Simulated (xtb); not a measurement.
CH3AlF2 (SMILES [CH3][Al]([F])[F]), singlet, at a GFN2-xTB geometry (such geometries of metal compounds can be far from the true shape); GFN2-xTB (xtb).

Here is a job for xtb.
```
$ xtb mol.xyz --gfn 2 --chrg 0 --uhf 0 --json

# file mol.xyz
7

Al     0.05180306     0.04011766     0.00222470
C     -1.50805595    -1.16573156    -0.06233932
H     -1.30669362    -2.03874718    -0.68318980
H     -2.37664668    -0.64890162    -0.46820696
H     -1.76055472    -1.53755322     0.93063349
F      0.01100760     1.60162551    -0.52911869
F      1.52441362    -0.41295198     0.59199405
```

Output, abridged:

```
   ID    Z sym.   atoms
    1   13 Al     1
    2    6 C      2
    3    1 H      3-5
    4    9 F      6, 7

           -------------------------------------------------
          |                Calculation Setup                |
           -------------------------------------------------

           -------------------------------------------------
          |                 G F N 2 - x T B                 |
           -------------------------------------------------

          ...................................................
          :                      SETUP                      :
          :.................................................:
          :  # basis functions                  25          :
          :  # atomic orbitals                  24          :
          :  # shells                           12          :
          :  # electrons                        24          :
          :  max. iterations                   250          :
          :  Hamiltonian                  GFN2-xTB          :
          :  restarted?                      false          :
          :  GBSA solvation                  false          :
          :  PC potential                    false          :
          :  electronic temp.          300.0000000     K    :
          :  accuracy                    1.0000000          :
          :  -> integral cutoff          0.2500000E+02      :
          :  -> integral neglect         0.1000000E-07      :
          :  -> SCF convergence          0.1000000E-05 Eh   :
          :  -> wf. convergence          0.1000000E-03 e    :
          :  Broyden damping             0.4000000          :
          :  net charge                          0          :
          :  unpaired electrons                  0          :
          ...................................................

 iter      E             dE          RMSdq      gap      omega  full diag
   1    -14.4127424 -0.144127E+02  0.177E+01    5.18       0.0  T
   2    -14.4455253 -0.327829E-01  0.101E+01    4.68       1.0  T
   3    -14.4483322 -0.280689E-02  0.236E+00    4.68       1.0  T
   4    -14.4525335 -0.420133E-02  0.630E-01    4.70       1.0  T
   5    -14.4527391 -0.205652E-03  0.580E-01    4.79       1.0  T
   6    -14.4526694  0.697868E-04  0.256E-01    4.72       1.0  T
   7    -14.4527616 -0.922904E-04  0.200E-01    4.79       1.0  T
   8    -14.4528560 -0.943045E-04  0.194E-02    4.75       1.9  T
[...]
         :: total energy             -14.364613691801 Eh    ::
[...]
                  HL-Gap            0.1748130 Eh            4.7569 eV
             Fermi-level           -0.3484304 Eh           -9.4813 eV

     #   Z          covCN         q      C6AA      α(0)
     1  13 Al       2.183     0.476   129.887    25.887
     2   6 C        3.612    -0.203    25.104     7.233
     3   1 H        0.925     0.080     1.979     2.200
     4   1 H        0.925     0.083     1.949     2.183
     5   1 H        0.925     0.080     1.978     2.199
     6   9 F        0.672    -0.258    11.871     4.067
     7   9 F        0.672    -0.258    11.867     4.067

 Mol. C6AA /au·bohr⁶  :        708.755974
 Mol. C8AA /au·bohr⁸  :      31063.302893
 Mol. α(0) /au        :         47.836381

Wiberg/Mayer (AO) data.
largest (>0.10) Wiberg bond orders for each atom

 ---------------------------------------------------------------------------
     #   Z sym  total        # sym  WBO       # sym  WBO       # sym  WBO
 ---------------------------------------------------------------------------
     1  13 Al   3.696 --     7 F    1.224     6 F    1.223     2 C    1.077
     2   6 C    3.976 --     1 Al   1.077     4 H    0.935     5 H    0.931
                             3 H    0.931
     3   1 H    0.994 --     2 C    0.931
     4   1 H    0.993 --     2 C    0.935
     5   1 H    0.994 --     2 C    0.931
     6   9 F    1.305 --     1 Al   1.223
     7   9 F    1.305 --     1 Al   1.224
 ---------------------------------------------------------------------------

Topologies differ in total number of bonds
Writing topology from bond orders to xtbtopo.mol

molecular dipole:
                 x           y           z       tot (Debye)
 q only:       -0.959      -0.739      -0.040
   full:       -1.077      -0.839      -0.043       3.471
molecular quadrupole (traceless):
                xx          xy          yy          xz          yz          zz
 q only:        0.090       1.926      -1.078      -1.166       1.547       0.988
  q+dip:        0.508       2.801      -1.003      -1.192       1.634       0.495
   full:       -1.032       1.930      -2.250      -2.440       2.988       3.282

           -------------------------------------------------
          | TOTAL ENERGY              -14.364613691801 Eh   |
          | GRADIENT NORM               0.000030579761 Eh/α |
          | HOMO-LUMO GAP               4.756903928540 eV   |
           -------------------------------------------------

normal termination of xtb
```
